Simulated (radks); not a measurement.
The numbers below are computed, except where a source is named.
These are the eigenvalues of the occupied orbitals of an atom or ion with whole-number occupations (Ry). Code: a radial shooting solver on a logarithmic mesh with Libxc functionals. Model: scalar-relativistic Kohn-Sham, PBEsol, spin-unpolarised, spherical densities, finite nucleus; Fermi nuclear charge, rms radius of each element as measured or else 0.836 A^(1/3) + 0.57 fm.

| orbital | eigenvalue |
|---|---|
| 1s | -357.4152 |
| 2s | -39.41210 |
| 2p | -32.62766 |
| 3s | -4.59004 |
| 3p | -2.84991 |
| 4s | -0.32907 |
| 3d | -0.31424 |

Which element is it, and in what charge state? The configuration may be excited.

Answer. Z = 22, titanium, charge 0: Ti in [Ar] 3d2 4s2. The list shows which subshells hold electrons but not how many an open one holds; the 1s level, -178.71 hartree, gives Z - s = 18.9 by -(Z - s)^2/2, which with screening and relativity narrows Z to a few neighbours, and the depths of the outer levels then fix element, charge and occupations together.
